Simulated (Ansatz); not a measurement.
Cost and result for the atomization energy of `CC(=O)OBF` (10 atoms, 9 bonds).

Cartesian coordinates in Å:
```
C -0.668 1.224 0.874
C 0.374 0.300 0.339
O 1.468 0.133 0.781
O -0.072 -0.340 -0.791
B 0.454 -1.528 -1.215
F 0.063 -1.933 -2.406
H -1.570 0.659 1.120
H -0.943 1.946 0.102
H -0.291 1.737 1.754
H 1.184 -2.197 -0.557
```

Total charge 0; spin multiplicity 1. All single points use the PBE0-D4/def2-TZVP geometry. It is one conformer, not always the lowest. Program: Ansatz. All runs use 4 threads of an Arm Neoverse V2 on a shared host. Times are those of one run each, without the atoms' runs, and a repeat can differ threefold. Electronic energies, without spin–orbit coupling; frozen cores. CCSD(T)/CBS adds CCSD(T) − MP2 in def2-TZVPP to the MP2 limit, and its time is that of the two runs behind it. T1 = 0.015. B3LYP takes the VWN-RPA correlation (the form of Gaussian; ORCA's B3LYP/G). HSE06 is the plane-wave form, built on full-range PBE exchange.

CCSD(T)/CBS is a level of theory with its own doubt, some kJ/mol a heavy atom from the limit and from the frozen cores, so smaller differences don't rank the functionals.

```tsv
level	functions	wall time	atomization (kJ/mol)	difference from CCSD(T)/CBS	per bond
revPBE-D4/def2-TZVPP	242	1.5 s	4445.0	14.2	1.6
BLYP-D4/def2-TZVPP	242	1.5 s	4465.9	35.1	3.9
BHLYP-D4/def2-TZVPP	242	2.1 s	4264.7	-166.1	-18.5
HSE06-D4/def2-TZVPP	242	2.2 s	4464.1	33.3	3.7
B3LYP-D4/def2-TZVPP (with forces)	242	3 s	4438.8	8.0	0.9
r2SCANh-D4/def2-TZVPP	242	3.5 s	4431.6	0.8	0.1
B2PLYP/def2-TZVPP	242	4 s	4411.8	-19.0	-2.1
PBE-QIDH/def2-TZVPP	242	4.2 s	4421.2	-9.6	-1.1
CCSD(T)/def2-SVP	104	5.5 s	4255.3	-175.5	-19.5
ωB97M-V/def2-TZVPP (with forces)	242	8 s	4460.2	29.4	3.3
MP2/def2-QZVPP	462	15 s	4534.1	103.3	11.5
CCSD(T)/def2-TZVPP	242	2.4 min	4321.7	-109.1	-12.1
CCSD(T)/CBS(def2)	–	2.6 min	4430.8	0.0	0.0
```

At CCSD(T), def2-SVP lies −175.4 kJ/mol from the extrapolated value and def2-TZVPP −109.1 kJ/mol: correlation converges slowly with the basis, and small sets miss more of it in the bonded molecule than in its fragments. From BLYP to BHLYP (50 % exact exchange), in def2-TZVPP and without D4, the atomization energy moves by −182.5 kJ/mol: exact exchange takes away binding that semilocal exchange gives to molecules. The D4 term adds +25.7 kJ/mol with B3LYP and +13.5 kJ/mol with PBE0; it sums over pairs of atoms, weighted by their polarisabilities, and B3LYP, whose exchange is more repulsive, gets the larger term.
